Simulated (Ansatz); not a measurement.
System: sum formula H2GeOCl, net charge -1, singlet state. It need not be the lowest isomer of its formula. Whether it binds its extra electron was not tested at this geometry. 
Geometry from a B3LYP-D3(BJ)/def2-TZVP (Ansatz, a first-principles code) optimisation:
```xyz
5

Ge     0.0669    -0.5913    -0.0014
O      1.7032    -0.6297    -0.3688
Cl    -0.8484     1.5445     0.1553
H     -0.9474    -1.1770    -1.0482
H     -0.3956    -1.1204     1.4035
```
Charge -1, spin multiplicity 1.

Basis-set convergence of Hartree-Fock and MP2 correlation energies (hartree) with Ansatz. Correlated levels leave the core frozen unless marked. No spin-orbit coupling. The frozen core is the preceding noble-gas configuration, with the filled d and f shells of earlier blocks. No relativistic terms. This anion needs diffuse functions, which these sets lack.

```
basis       functions        E(HF)  E(corr, MP2)
----------  ---------  -----------  ------------
def2-SVP           74  -2610.47312      -0.43110
def2-TZVPP        149          ___           ___
```

Problem. Complete the blanks.

Solution. 
- def2-TZVPP, E(HF): -2611.00481
- def2-TZVPP, E(corr, MP2): -0.57045
